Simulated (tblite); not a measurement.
Species: C5H7BCl2.
SMILES with atom numbers: `[CH3:1][CH:2]=[C:3]=[C:4]([CH3:5])[B:6]([Cl:7])[Cl:8]` (hydrogens: H9, H10, H11 on C1; H12 on C2; H13, H14, H15 on C5)

Computed with GFN2-xTB (tblite), gas phase: L-BFGS steps from a force-field or distance-geometry start until the largest atomic force falls under 0.01 eV/Å.

Geometry at step 41:
```
atom  x, y, z in Å
C1      2.5105   -0.8086    0.0146
C2      1.4302   -0.2148    0.8838
C3      0.2186    0.0180    0.4806
C4     -0.9733    0.2263   -0.0154
C5     -1.3394    1.6079   -0.5435
B6     -2.1029   -0.8627   -0.0333
Cl7    -2.7408   -1.4492   -1.5188
Cl8    -2.7717   -1.4753    1.4282
H9      3.2960   -1.2445    0.6284
H10     2.9649   -0.0644   -0.6403
H11     2.0927   -1.5813   -0.6276
H12     1.7197    0.0254    1.9002
H13    -2.3683    1.5880   -0.8892
H14    -1.2558    2.3314    0.2698
H15    -0.6847    1.9118   -1.3595
```

**Question.** What forces act on the atoms?

**Answer.** 
```
atom  Fx (eV/Å)  Fy (eV/Å)  Fz (eV/Å)
  C1     -0.032     -0.044     -0.042
  C2      0.098     -0.008     -0.081
  C3      0.054     -0.074     -0.011
  C4      0.052      0.105      0.126
  C5     -0.035     -0.087     -0.012
  B6      0.064      0.002      0.112
 Cl7     -0.012      0.068     -0.043
 Cl8      0.047     -0.074      0.041
  H9     -0.063      0.019     -0.005
 H10     -0.043      0.104      0.113
 H11     -0.011     -0.027      0.010
 H12     -0.086     -0.042     -0.031
 H13      0.000      0.138     -0.105
 H14      0.008     -0.049     -0.147
 H15     -0.042     -0.030      0.076
```

The largest, 0.17 eV/Å, acts on H13 (C4 within 3 % of it); the rms over all components is 0.067 eV/Å. The forces sum to zero within rounding, as they must for an isolated molecule in no field.

**Question.** Give the force on H13 in Eh/bohr and in nN.

**Answer.** 0.173 eV/Å ÷ 51.422 = 0.00337 Eh/bohr, and 0.173 eV/Å × 1.602 = 0.28 nN.

**Question.** How far is this geometry from the end of the optimisation?

**Answer.** 0.299 eV above it, and 0.775 Å rms away after alignment. The bonds farthest from their final lengths, with half the difference of the two atoms' forces along the bond (positive lengthens):

```csv
bond,now (Å),final (Å),force along bond (eV/Å)
C4–B6,1.569,1.549,+0.03
C4–C5,1.524,1.514,-0.05
C1–C2,1.508,1.499,-0.05
C3=C4,1.308,1.316,-0.01
B6–Cl8,1.720,1.727,-0.01
C2=C3,1.298,1.293,0.00
```

The angle farthest from its final value is C3–C4–B6, 123.4° against 120.3°.

Of the 2 listed bonds off by 0.010 Å or more, this force points towards the final length in 1.

What follows is the cost of the whole relaxation. The run took 1.3 s on one thread, Arm Neoverse V1 (aarch64) (shared host).
